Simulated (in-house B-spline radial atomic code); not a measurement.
Values are calculated unless marked as measured or tabulated.
**Making a Troullier-Martins s channel for Cr, r_c = 0.89 bohr**

Cr, [Ar] 3d5 4s1, non-relativistic PBE, spherical and spin-unpolarised, from a B-spline radial code for spherical atoms (atomic units). The all-electron 3s level is ε = -2.664774 hartree, its outermost node lies just inside 0.37 bohr and its outer maximum at 0.79 bohr.

Inside r_c the pseudo-orbital is u(r) = r^1 exp(p(r)), with p = c0 + c2 r² + c4 r⁴ + … + c12 r¹². The seven coefficients follow from p and its first four derivatives at r_c, from zero curvature of the screened potential at the origin, c4 = −c2²/(2l + 5), and from the norm inside r_c. At r_c the all-electron orbital has P = 1.129496, P' = -0.7009768, the screened potential V = -4.784083, V' = 12.13883, V'' = -39.95402, and the norm inside is Q = 0.5207535.

(1) What are p, p' and p'' at r_c?

For a trial c2 the five matching conditions are linear in c0, c6, c8, c10 and c12, and c2 is varied until the norm inside r_c equals Q. The root nearest zero gives:

```
 n          c_n
 0  -0.09901565
 2     2.991674
 4    -1.790022
 6    -11.17059
 8     21.58769
10    -15.70686
12     4.217879
```

(2) Check c4 and p(r_c), and find the screened pseudopotential at the origin.

Orbitals and screened potentials:

| r (bohr) | P | u | V all-electron | V pseudo |
| --- | --- | --- | --- | --- |
| 0.089 | -0.043 | 0.08253 | -201.1 | 6.293 |
| 0.222 | -0.6024 | 0.2317 | -58.0 | 5.688 |
| 0.356 | -0.04351 | 0.4497 | -27.6 | 2.822 |
| 0.49 | 0.6275 | 0.7469 | -15.69 | -2.722 |
| 0.623 | 1.03 | 1.033 | -10.12 | -7.241 |
| 0.756 | 1.167 | 1.166 | -6.839 | -6.984 |
| 0.89 | 1.129 | 1.129 | -4.784 | -4.784 |

Logarithmic derivatives P'/P at R = 1.19 bohr, for energies E around ε:

```json
{"E − ε (hartree)": "-0.5", "all-electron": "-0.453366", "pseudo": "-0.454725"}
{"E − ε (hartree)": "-0.25", "all-electron": "-0.910375", "pseudo": "-0.910836"}
{"E − ε (hartree)": "-0.1", "all-electron": "-1.23068", "pseudo": "-1.23079"}
{"E − ε (hartree)": "0", "all-electron": "-1.46831", "pseudo": "-1.46835"}
{"E − ε (hartree)": "0.1", "all-electron": "-1.72884", "pseudo": "-1.72898"}
{"E − ε (hartree)": "0.25", "all-electron": "-2.17135", "pseudo": "-2.1722"}
{"E − ε (hartree)": "0.5", "all-electron": "-3.09411", "pseudo": "-3.09882"}
```

(3) With P(R) = 0.8082491 and a norm of 0.8116709 inside R, what slope in energy does norm conservation fix?

Results:

(1) p = ln(P/r_c^1) = ln(1.129496/0.89) = 0.23831. p' = P'/P − 1/r_c = -0.62061 − 1.12360 = -1.74421. The radial equation gives p'' = 2(V − ε) − 2(1) p'/r_c − p'² = -4.23862 − (-3.91956) − 3.04225 = -3.36131. Differentiating, p''' = 2V' + 2(1)p'/r_c² − 2(1)p''/r_c − 2p'p'' = 15.702, and p'''' = 2V'' − 4(1)p'/r_c³ + 4(1)p''/r_c² − 2(1)p'''/r_c − 2p''² − 2p'p''' = -90.093.

(2) −c2²/5 = -1.79002, as listed. The terms c_n r_c^n are -0.09902, 2.36970, -1.12310, -5.55158, 8.49819, -4.89767, 1.04178, which sum to 0.23831. Inverting the radial equation, V_l(r) = ε + 1 p'/r + (p'' + p'²)/2, so V_l(0) = ε + (2l + 3) c2 = -2.664774 + 3 × (2.99167) = 6.3102 hartree, finite where the all-electron potential diverges.

(3) d(P'/P)/dE = −2 × (norm inside R)/P(R)² = -2.4850 per hartree·bohr at E = ε, for both atoms, since orbital and norm agree at R. Differences over ±0.1 hartree give -2.4908 (all-electron) and -2.4909 (pseudo), which also hold third-order terms. Half a hartree below ε the two curves differ by -0.0014.
